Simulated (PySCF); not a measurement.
## As (arsenic, neutral) across methods

[Ar] 3d10 4s2 4p3, high-spin 4S determinant. Computed with PySCF 2.14 in aug-cc-pwCVDZ-PP with ECP10MDF, with scalar relativity through the core potential.

```csv
method,E (hartree),mean ε 4s α (eV),mean ε 4s β (eV),mean ε 4p α (eV),Σ⟨r²⟩ (bohr²),⟨S²⟩
PBE0,-332.3738,-17.235,-13.896,-7.087,40.16,3.751
r2SCAN,-332.2916,-16.037,-12.995,-6.315,39.91,3.751
UHF,-331.19833,-22.674,-15.649,-10.049,40.34,3.751
wB97M-V,-332.2114,-19.820,-16.402,-9.063,40.42,3.751
PW91,-332.5253,-15.251,-12.977,-5.944,40.42,3.751
r2SCAN0,-332.2876,-17.833,-13.982,-7.370,39.86,3.751
TPSS,-332.3288,-15.437,-12.671,-6.013,40.19,3.751
PBE,-332.4043,-15.179,-12.896,-5.908,40.46,3.751
```

(1) Estimate the same row for LDA.

Energies and moments cover only the electrons outside the core potential.

Answers

(1) E (hartree) = -331.8933; mean ε 4s α (eV) = -15.356; mean ε 4s β (eV) = -13.344; mean ε 4p α (eV) = -5.946; Σ⟨r²⟩ (bohr²) = 40.39; ⟨S²⟩ = 3.750.
